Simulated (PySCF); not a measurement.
C₄H₅NO, SMILES Nc1ccco1. Geometry optimised at PBE-D3(BJ)/def2-SVP. The values are those of a single conformer.

Computed equilibrium geometry at PBE-D3(BJ)/def2-SVP (PySCF confirms it by a frequency run) as Cartesian coordinates in Å (one conformer of several):
```xyz
11

N      2.0302     0.1702    -0.1858
C      0.6521     0.1646    -0.0388
C     -0.3102     1.1576    -0.0151
C     -1.5729     0.4691     0.0628
C     -1.2932    -0.8721     0.0863
O      0.0730    -1.0647     0.0221
H      2.4625     1.0544     0.0873
H      2.4897    -0.6254     0.2660
H     -0.1372     2.2378    -0.0516
H     -2.5686     0.9252     0.1022
H     -1.8963    -1.7817     0.1494
```
Charge 0, spin multiplicity 1.
